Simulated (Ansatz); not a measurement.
Total energies of `B[CH2][AlH][OH]`.

```xyz
10

B    -0.340   -1.475    0.664
C     0.562   -0.842   -0.367
Al    0.280    1.082   -0.038
O    -1.008    1.798   -0.871
H    -1.485   -1.726    0.409
H     0.046   -1.648    1.789
H     0.278   -0.944   -1.418
H     1.642   -0.928   -0.205
H     1.240    1.953    0.869
H    -1.215    2.731   -0.831
```

Total charge 0; spin multiplicity 1. Geometry: relaxed with PBE0-D4/def2-TZVP. It is one conformer, not always the lowest. Basis def2-TZVPP, Ansatz.

RPA on PBE orbitals: Hartree–Fock energy of these orbitals -382.89904 Eh, correlation -1.02571 Eh (frozen core).

```csv
functional,energy without D4 (Eh),D4 term (kJ/mol)
LDA (SPW92),-382.03947,–
LC-ωPBE,-384.15612,–
```

Task: Give the same for PBE, revPBE, BLYP, r2SCAN, B97M-V, PBE0, B3LYP, r2SCANh, r2SCAN0, HSE06 (plane-wave form), BHLYP, CAM-B3LYP, ωB97X-V, ωB97M-V, B2PLYP, PBE-QIDH. (Estimate.)

Result: Computed: 
| functional | energy without D4 (Eh) | D4 term (kJ/mol) |
| --- | --- | --- |
| PBE | -384.00137 | -15.6 |
| revPBE | -384.22730 | -46.6 |
| BLYP | -384.27951 | -34.1 |
| r2SCAN | -384.22069 | -3.8 |
| B97M-V | -384.26380 | – |
| PBE0 | -384.04225 | -13.2 |
| B3LYP | -384.36682 | -25.1 |
| r2SCANh | -384.21255 | -4.1 |
| r2SCAN0 | -384.20115 | -4.5 |
| HSE06 (plane-wave form) | -384.02794 | -12.3 |
| BHLYP | -384.25827 | -19.6 |
| CAM-B3LYP | -384.27044 | -13.4 |
| ωB97X-V | -384.24653 | – |
| ωB97M-V | -384.24669 | – |
| B2PLYP | -384.09897 | – |
| PBE-QIDH | -383.93703 | – |

B3LYP takes the VWN-RPA correlation (the form of Gaussian; ORCA's B3LYP/G). HSE06 is the plane-wave form, built on full-range PBE exchange. The double hybrids freeze the cores in their second-order part.

LC-ωPBE has ω = 0.4 bohr⁻¹.
